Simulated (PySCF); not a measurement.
## TeN from Hartree–Fock to correlated methods

State: ²Π (doublet), unpaired electrons π ↑. Set-up: basis Te cc-pVDZ-PP with ECP28, N cc-pVDZ; scalar-relativistic core potentials; PySCF 2.14. De refers to Te + N in their high-spin ground configurations, without counterpoise correction. The functionals are run spin-unrestricted. A positive dipole means Te(−)N(+). Levels whose curve was spin-contaminated or gave no clean fit are not listed.

```csv
Level,Re (Å),ωe (cm⁻¹),De (eV),μ (D),"CPU s a point (SCF and correlation, without the integrals)"
ROHF,1.854,875,-1.63,-2.31,0.075
ROHF-MP2,1.881,731,1.86,n/a,0.14
ROHF-SCS-MP2,1.888,725,1.76,n/a,n/a
ROHF-CCSD,1.897,758,1.51,n/a,n/a
ROHF-CCSD(T),1.914,712,1.91,n/a,4.8
PBE,1.894,781,3.31,-2.47,0.74
BLYP,1.909,755,3.28,-2.43,0.56
```

Task: What does second-order correlation do here, going from ROHF to ROHF-MP2?

Result: ROHF-MP2 less ROHF: +2.7 pm in Re, -16.5 % in ωe, +3.49 eV in De. Correlation nearly always deepens the well. The bond lengthens, as in strong covalent bonds, where excitations into antibonding orbitals dominate.

Task: What does all correlation do here, going from ROHF to ROHF-CCSD(T)?

Result: ROHF-CCSD(T) less ROHF: +6.0 pm in Re, -18.6 % in ωe, +3.54 eV in De. Correlation nearly always deepens the well. The bond lengthens, as in strong covalent bonds, where excitations into antibonding orbitals dominate.

Correlated steps freeze 5 core orbitals. Correlated levels converge slowly with the basis: in double zeta they bind strong bonds too weakly, by up to about 1 eV, and carry superposition errors of some tenths. Spin–orbit coupling is left out, which matters for elements this heavy, above all for dissociation energies. The CCSD T1 diagnostic is raised, a sign that a single reference may not be enough here. UHF is strongly spin-contaminated for TeN, so the ROHF reference used there is far from stable. A negative De means that the minimum lies above the separated atoms at that level. The state is the lowest determinant that a PBE0 search found; another state may lie lower at other levels.

The whole job (state search and all levels along the bond) took about 2.5 min on 1 thread of Arm Neoverse N1 (shared host), peak memory 0.43 GiB.
